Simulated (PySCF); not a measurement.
Geometries of 2 isomers of C3H8F2Si2, from PBE0-D3(BJ)/def2-SVP geometry optimisation, gas phase (PySCF). One conformer each, no zero-point energy, no frequencies.

**Question.** Which isomer lies lower at this level?
A.
```xyz
15
angstrom
F      1.594   -0.904    1.341
C      2.042   -0.046    0.376
F      2.611    1.019    1.001
Si     0.520    0.512   -0.655
C     -0.784    1.191    0.536
Si    -1.712   -0.463    0.326
C     -0.529   -1.010   -1.072
H      2.839   -0.571   -0.185
H      0.984    1.385   -1.776
H     -1.343    2.059    0.152
H     -0.415    1.434    1.544
H     -3.134   -0.316   -0.115
H     -1.652   -1.338    1.534
H     -0.038   -1.987   -0.947
H     -0.998   -0.981   -2.067
```
B.
```xyz
15
angstrom
F      0.831    1.260    1.525
C      1.581    0.983    0.416
F      1.837    2.167   -0.190
C      0.822    0.060   -0.487
Si    -0.970    0.641   -0.888
C     -1.701   -0.645    0.305
Si     0.012   -1.457    0.371
H      2.547    0.577    0.769
H      1.436   -0.177   -1.368
H     -1.270    2.074   -0.605
H     -1.298    0.328   -2.312
H     -2.553   -1.245   -0.041
H     -1.955   -0.189    1.276
H      0.116   -2.667   -0.499
H      0.552   -1.769    1.729
```

**Answer.** B. That is `FC(F)C1[SiH2]C[SiH2]1`, 5.3 kcal/mol below the other.

```tsv
SMILES	atoms numbered as above	E (Eh)	relative (kcal/mol)	relative (kJ/mol)	dipole (D)
FC(F)C1[SiH2]C[SiH2]1	[F:1][CH:2]([F:3])[CH:4]1[SiH2:5][CH2:6][SiH2:7]1	-896.82357	0.0	0.0	1.69
FC(F)[SiH]1C[SiH2]C1	[F:1][CH:2]([F:3])[SiH:4]1[CH2:5][SiH2:6][CH2:7]1	-896.81520	5.3	22.0	1.82
```
